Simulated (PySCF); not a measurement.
Q: What does the PBE0-D3(BJ)/def2-SVP structure of `Cl[SiH2]OC1CC1` look like in three dimensions?

A: 
```xyz
13
C3H7ClOSi angstrom
Cl     2.3047    2.7187   -4.3894
Si     2.8906    2.0248   -2.5236
O      1.8583    0.8566   -1.9905
C      0.5608    1.0052   -1.5086
C     -0.2598    2.2267   -1.7896
C     -0.5900    0.9133   -2.4521
H      2.9171    3.2044   -1.6177
H      4.2123    1.3744   -2.6715
H      0.4487    0.5385   -0.5242
H      0.1657    3.0057   -2.4290
H     -0.9097    2.6045   -0.9960
H     -1.4834    0.3657   -2.1412
H     -0.3371    0.8235   -3.5119
```

Orientation and origin are arbitrary. Atoms count from 1 in this order. Of the pairs four or more bonds apart, Si2···H10 is among the closest relative to their van der Waals radii: 2.90 Å, 88 % of the sum of Bondi's values. Si2 (chlorine-bound silicon) is distorted tetrahedral (angles from 106.3° to 113.2°). O3 (silyl ether oxygen) is bent (angle 128.3°). The 3-membered ring C4–C5–C6 has internal angles of 59.5° to 60.6°.

Bonds between heavy atoms (Å): Cl1–Si2 2.075, Si2–O3 1.648, O3–C4 1.392, C4–C5 1.498, C5–C6 1.508, C4–C6 1.491.

Method: PySCF, PBE0-D3(BJ)/def2-SVP geometry optimisation, gas phase.

Point group: C1 (no symmetry element, even within 0.4 Å). No PBE0-D3(BJ)/def2-SVP frequencies stand behind this structure, so it isn't proved a minimum. The numbers are those of one conformer (Cl1–Si2–O3–C4 -74°, Si2–O3–C4–C5 19°).

Time: 2.1 min wall; peak memory 0.55 GiB. Hardware: one thread of an Arm Neoverse V2, no GPU, shared host with 96 logical CPUs at a one-minute load of 81. This is the geometry optimisation.
